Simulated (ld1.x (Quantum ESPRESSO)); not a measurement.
## What one change does to a pseudopotential (Bi, TM semilocal)

- Element: Bi
- Generator: ld1.x (Quantum ESPRESSO) 7.5
- Type: norm-conserving Troullier–Martins (semilocal form)
- Functional: LDA (PZ)
- Relativity: scalar-relativistic
- Frozen core: [Xe] 4f14
- Valence charge: 15
- Reference configuration: 5d10 6s1 6p4
- Partial waves: 6p (bound): rc 2.00 bohr; 5d (bound): rc 2.00 bohr; 6s (bound): rc 1.85 bohr
- Local potential: the s channel
- Core correction: a·sin(br)/r model core inside 1.50 bohr

All-electron outer shells of the reference configuration (LDA (PZ), scalar-relativistic, ld1.x):

```tsv
shell	level (eV)	outermost node (bohr)	outermost maximum (bohr)
4f	-154.71	–	0.34
5p	-97.68	0.48	0.86
5d	-28.79	0.51	1.03
6s	-15.80	0.98	1.86
6p	-5.43	1.14	2.41
```

Change: functional PW91.

Cutoffs: the cutoffs (Ry, on a coarse ladder) from which the occupation-weighted sum of valence levels, in a spherical-Bessel basis at the reference potential, stays within 10 and 1 mRy of its value at 400 Ry; they do not see the model core or the augmentation charge, which bear on the density cutoff. Errors are all-electron minus pseudo energies relative to the spin-unpolarised reference configuration.

**Question.** How do hardness, ghosts and transferability respond?

**Answer.** The potential gets neither clearly harder nor softer (55 Ry and 90 Ry → 55 Ry and 90 Ry); the number of tests with a reliable result goes from 9 to 7; of the 7 tests that both files solve, the error grows in 6 and shrinks in 1 by more than 15 % and 0.3 meV (median size 5.6 → 6.5 meV); the range in which the d phases agree widens (upper end 2.5 → at the end of the scan); neither file shows a bound ghost. A semilocal file is local in each channel, so a ghost entry of none says nothing of the separable form that plane-wave codes build from it.

| quantity | base | changed |
| --- | --- | --- |
| cutoff, loose | 55 Ry | 55 Ry |
| cutoff, tight | 90 Ry | 90 Ry |
| bound ghosts | none | none |
| error for 5d10 6s2 6p3, meV [ΔE -10.18 → -10.11 eV] | +0.9 | +0.5 |
| error for 5d10 6s2 6p2, meV [ΔE -2.02 → -2.13 eV] | -5.6 | -6.5 |
| error for 5d10 6s2 6p1, meV [ΔE 13.54 → 13.19 eV] | -13 | -15 |
| error for 5d10 6s0 6p5, meV [ΔE 10.54 → 10.45 eV] | -2.0 | -3.3 |
| error for 5d9 6s2 6p3, meV [ΔE 23.27 → 23.26 eV] | -59 | -70 |
| error for 5d10 6s1 6p0, meV [ΔE 83.17 → 82.15 eV] | -44 | -55 |
| error for 5d10 6s2 6p2.5, meV [ΔE -6.97 → -6.98 eV] | -2.3 | -2.9 |
| s: phases at 2.20 bohr within 0.05 rad from the reference energy up to (Ry; the scan ends near 5) | 3.6 | 3.6 |
| p: phases at 2.20 bohr within 0.05 rad from the reference energy up to (Ry; the scan ends near 5) | 2.3 | 2.3 |
| d: phases at 2.20 bohr within 0.05 rad from the reference energy up to (Ry; the scan ends near 5) | 2.5 | to the end of the scan |
